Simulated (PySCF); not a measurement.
## Electron correlation in Zn (zinc, neutral)

Starting occupation: [Ar] 3d10 4s1 4d1, 4s1/2 with m_j = +1/2, 4d5/2 with m_j = +5/2. Computed with PySCF 2.14 in x2c-SVPall-2c with one added diffuse shell each of s, d type (6s5p4d1f, 48 functions), with X2C-1e with screened-nucleus spin-orbit coupling, Gaussian nucleus. Frozen: [Ne]; 20 electrons correlated; the 6 highest virtual spinors left out.

MP2 pair energies summed by pair of shells (mhartree):

```tsv
pair	energy	share (%)
3d3/2-3d5/2	-132.08	33.3
3d5/2-3d5/2	-90.59	22.9
3d3/2-3d3/2	-37.93	9.6
3d5/2-3p3/2	-29.50	7.4
3d3/2-3p3/2	-20.43	5.2
3d5/2-3p1/2	-15.67	4.0
3p1/2-3p3/2	-15.21	3.8
3p3/2-3p3/2	-14.77	3.7
3d3/2-3p1/2	-9.52	2.4
3d5/2-4s1/2	-6.05	1.5
3d5/2-3s1/2	-5.95	1.5
3d3/2-3s1/2	-3.98	1.0
3d3/2-4s1/2	-3.89	1.0
3p1/2-3p1/2	-3.62	0.9
3p3/2-3s1/2	-2.55	0.6
3s1/2-3s1/2	-1.48	0.4
3p1/2-3s1/2	-1.28	0.3
3p3/2-4s1/2	-0.68	0.2
3p1/2-4s1/2	-0.32	0.1
3d5/2-4d5/2	-0.31	0.1
4d5/2-4s1/2	-0.29	0.1
3d3/2-4d5/2	-0.21	0.1
3s1/2-4s1/2	-0.08	0.0
3p3/2-4d5/2	-0.03	0.0
3p1/2-4d5/2	-0.01	0.0
3s1/2-4d5/2	-0.01	0.0
```

Total MP2 correlation energy: -396.43 mhartree.

This basis was not built for core-valence correlation, so the inner-shell part is incomplete.
